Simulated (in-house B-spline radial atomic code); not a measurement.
A run on neutral xenon (an excited or competing configuration) that did not converge. Method: scalar-relativistic (X2C) B97-1, spin-polarised, spherical fractional occupations, exact exchange averaged over the configuration, Fermi nucleus of rms radius 4.7859 fm; computed with an all-electron radial atomic-structure program (B-spline basis).

Command:
```bash
python run_scf.py task.json out
```
Settings (nuclear radius in fm, mass in u):
```
Z                54
configuration    [Ar] 3d10 4s2 4p5 4d10 5s2 5p6 5f1
hamiltonian      x2c
method           b97_1
spin_polarised   True
nucleus          fermi
rms_radius       4.7859
atomic_mass      131.90416
speed_of_light   137.035999084
exact_exchange   averaged over the configuration
```

First and last ten iterations of the last attempt (damped for 15 steps, keeping 80 % of the old Fock matrix, then DIIS):
```
 iter        energy (Eh)    residual
    1       -7435.220964    4.75e-01
    2       -7437.381637    3.07e-01
    3       -7439.336550    1.92e-01
    4       -7440.145376    1.25e-01
    5       -7440.497335    8.14e-02
    6       -7440.651314    5.30e-02
    7       -7440.689158    3.67e-02
    8       -7440.741553    2.13e-02
    9       -7440.753443    1.41e-02
   10       -7440.758432    9.75e-03
  111       -7440.762519    3.85e-05
  112       -7440.762518    3.71e-05
  113       -7440.762518    3.72e-05
  114       -7440.762519    3.92e-05
  115       -7440.762518    3.85e-05
  116       -7440.762519    3.92e-05
  117       -7440.762518    3.75e-05
  118       -7440.762518    3.74e-05
  119       -7440.762518    3.72e-05
  120       -7440.762513    7.26e-05
 not converged after 120 iterations
```

The smallest residual met was 3.2e-05; the threshold is about 5e-07. Over the last five steps the energy moves by less than 1e-05 hartree, but the orbitals didn't meet the threshold. Time taken, with all properties: 10 s on 1 thread of Arm Neoverse N1, with other jobs on the host.
